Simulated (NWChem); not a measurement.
Molecule: SiH$_{2}$F$_{2}$; SMILES [SiH2](F)F

```xyz
5

Si     0.0000     0.0000     0.4594
F      1.3151     0.0000    -0.4979
F     -1.3151     0.0000    -0.4979
H      0.0000     1.2578     1.2648
H      0.0000    -1.2578     1.2648
```
Atoms are numbered in this order, from 1.

Geometry: optimised at PBE-D3(BJ)/def2-SVP.

Symmetry labels are those of C2v in the frame above (b1 and b2, or b-type labels, depend on it).

List the 4 lowest vertical singlet excitations from CAM-B3LYP/def2-SVP, TDA (NWChem).


```
state  energy (eV)  oscillator strength  symmetry  leading excitation (squared amplitude)
-----  -----------  -------------------  --------  --------------------------------------
S1            8.98                0.000        a2                      HOMO → LUMO (0.99)
S2            9.53                0.026        b2                    HOMO → LUMO+1 (0.96)
S3           10.96                0.032        b1                    HOMO−1 → LUMO (0.63)
S4           11.17                0.004        a1                    HOMO−2 → LUMO (0.90)
```
